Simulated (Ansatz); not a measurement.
Born–Oppenheimer molecular dynamics of ClH$_{5}$OSn (8 atoms, charge 0, multiplicity 1). It starts at the highest image of a converged band. Of that band: Neighbouring images differ by up to 2.0 eV, so the band resolves the path poorly. A vibrational analysis at the climbing image gives one clearly imaginary mode, 1120i cm⁻¹: a first-order saddle point.

Method: RHF/def2-SVP (Ansatz 0.2.0).

```
ensemble                      : NVE (velocity Verlet)
time step                     : 0.5 fs
steps asked                   : 200
starting velocities drawn for : 300 K
seed                          : 9936
```

First frame:

```xyz
8
Properties=species:S:1:pos:R:3
Sn 0.238 0.166 -0.274
Cl -1.046 0.811 2.268
H 1.496 0.446 -1.385
O -1.212 1.268 -0.931
H -1.881 1.451 -0.283
H -0.004 -1.435 0.184
H 1.284 1.055 1.131
H 0.548 1.054 1.659
```

(1) How far do the bonds stretch over the last three quarters of this one trajectory? (Pairs bonded in most of those frames.)

Answers

(1) 
```
   bond  mean (Å)  spread (Å)  shortest  longest
Sn1–Cl2     2.463       0.303      2.05     2.95
 Sn1–H3     1.700       0.015      1.68     1.74
 Sn1–O4     1.958       0.023      1.92     2.00
 Sn1–H6     1.697       0.036      1.63     1.75
  O4–H5     0.950       0.018      0.92     0.98
  H7–H8     0.749       0.016      0.72     0.77
```

Mean temperature of the second half: 2606 K. The conserved energy stayed within 0.19 meV per atom of its start (net change 0.056 meV per atom), so the integration is sound. The kinetic energy rose, since the run started high on the potential surface and went downhill. It ends in pieces (ClH3OSn + H2), so much of that is their flight and rotation, not heat. A run of 0.1 ps of so small a system gives no equilibrium averages. The orbitals stay closed-shell, which can raise the energy where a bond breaks towards radicals; this wasn't checked here.

Time of the run: 5.6 min on 1 thread of Arm Neoverse V2 (shared host), peak memory 0.18 GiB.
